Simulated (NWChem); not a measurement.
System: BF

```xyz
2

B      0.0000     0.0000    -0.8151
F      0.0000     0.0000     0.4596
```
Atoms are numbered in this order, from 1.

All runs use the structure optimised with PBE-D3(BJ)/def2-SVP.

 Unshifted, non-relativistic core excitations; the lowest 4 roots alone, so stronger bands may lie above.

Problem. List the first F K-edge excitations from PBE/cc-pVTZ, restricted-window TDA (NWChem).

Solution. 
```tsv
state	energy (eV)	dipole oscillator strength	leading excitation (squared amplitude)
S1	660.7	0.0114	1s of atom 2 or its equivalents → LUMO (1.00)
S2	660.7	0.0114	1s of atom 2 or its equivalents → LUMO+1 (1.00)
S3	664.6	0.0003	1s of atom 2 or its equivalents → LUMO+2 (1.00)
S4	667.0	0.0000	1s of atom 2 or its equivalents → LUMO+3 (1.00)
```
